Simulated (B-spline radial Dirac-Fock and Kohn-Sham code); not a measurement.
# Energy-loss ionisation edge M4 of Ge

System: atomic germanium, [Ar] 3d10 4s2 4p2. Model: the first Born approximation with generalised oscillator strengths from a Dirac-Hartree-Slater potential (longitudinal and transverse terms; continuum final states only, so no white lines or fine structure). Program: an atomic code on a B-spline grid. The edge is taken at 37.80 eV (orbital energy of the model).

Input file task.json (cfg lists n, l and occupation; rrms is the nuclear radius in fm):

```json
{"items": [{
  "Z": 32,
  "q": 0,
  "cfg": [[1, 0, 2], [2, 0, 2], [2, 1, 6], [3, 0, 2], [3, 1, 6], [3, 2, 10], [4, 0, 2], [4, 1, 2]],
  "A": 74,
  "rrms": 4.0742,
  "do": "eels",
  "beams": [[60, 5], [60, 10], [60, 100], [80, 5], [80, 10], [100, 5], [100, 50], [120, 10], [120, 100], [200, 5], [200, 10], [200, 20], [200, 50], [300, 5]]
}]}
```

Launch: `python xray2_run.py task.json out`

Partial cross sections σ(β, Δ) in barn, integrated over a window Δ above the edge and up to the collection semi-angle β, for parallel illumination:

```csv
E₀ (kV),β (mrad),Δ = 25 eV,Δ = 50 eV,Δ = 100 eV,Δ = 200 eV,Δ = 300 eV
60,5,30600,71500,124000,155000,161000
60,10,39300,93000,166000,214000,225000
60,100,52600,123000,227000,315000,343000
80,5,26900,63500,111000,141000,148000
80,10,33800,80200,144000,188000,198000
100,5,24400,57900,102000,131000,138000
100,50,36600,85900,160000,221000,240000
120,10,27600,65600,119000,157000,166000
120,100,32600,76600,143000,198000,216000
200,5,18800,45000,81200,106000,112000
200,10,22100,52600,96700,129000,137000
200,20,?,?,?,?,?
200,50,24400,57500,107000,149000,162000
300,5,16800,40400,73600,97200,103000
```

Problem. Give the row for 200 kV and 20 mrad.

Solution. 24000 b for 25 eV, 56700 b for 50 eV, 106000 b for 100 eV, 144000 b for 200 eV, 156000 b for 300 eV.

Values without a named source are computed, but for edge energies of neutral atoms, which are taken from tables.
